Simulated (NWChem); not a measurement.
System: MgH2SeO; SMILES [OH][Mg][SeH]

```xyz
5

Mg     0.0156    -1.2169     0.0000
O      0.0131    -2.9751     0.0000
H      0.0200    -3.9258     0.0000
Se     0.0332     1.2091     0.0000
H     -1.4401     1.2201     0.0000
```
Atoms are numbered in this order, from 1.

Computed with NWChem. Pople sets run with spherical d functions. Geometry: optimised at PBE0/def2-SVP.

Taking PBE0/6-311G** as the yardstick, which of these has the fewest basis functions while keeping “highest occupied level (eV)” within 0.2 eV of it: PBE0/STO-3G; PBE0/6-31G*; PBE0/3-21G?

PBE0/6-31G*.
```csv
level,basis functions,highest occupied level (eV)
PBE0/STO-3G,34,-1.87
PBE0/3-21G,48,-6.38
PBE0/6-31G*,68,-6.66
PBE0/6-311G**,100,-6.72
```

The yardstick is one finite set, not the basis-set limit.
